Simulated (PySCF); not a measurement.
CH₆BFGeO. Atoms are numbered in the order given.

```xyz
11

B      0.6958     0.6745     0.0000
F      2.0311     0.7294     0.0000
Ge    -0.2359    -1.1952     0.0000
H     -1.1463    -1.3727     1.2336
H     -1.1463    -1.3727    -1.2336
H      0.7924    -2.3378     0.0000
O      0.0624     1.8629     0.0000
C     -1.3443     2.0345     0.0000
H     -1.6316     2.6054     0.8951
H     -1.6316     2.6054    -0.8951
H     -1.8807     1.0712     0.0000
```

The structure is a stationary point at TPSSh-D3(BJ)/def2-SVP. This is a generated structure with no PubChem entry under its InChIKey; it may be hypothetical. Other conformers were not sampled.

Vertical ionisation energy (IE) and electron affinity (EA) in eV. Rows of orbital energies are one-electron estimates. Where ΔSCF, EOM or ADC give a negative EA the extra electron is unbound and the value depends on the basis.

```
level                                           IE    EA
--------------------------------------------  ----  ----
−ε(HOMO), −ε(LUMO), r2SCAN/def2-TZVP (PySCF)  7.32  1.14
−ε(HOMO), −ε(LUMO), PBE/def2-TZVP (PySCF)     7.02  1.38
```
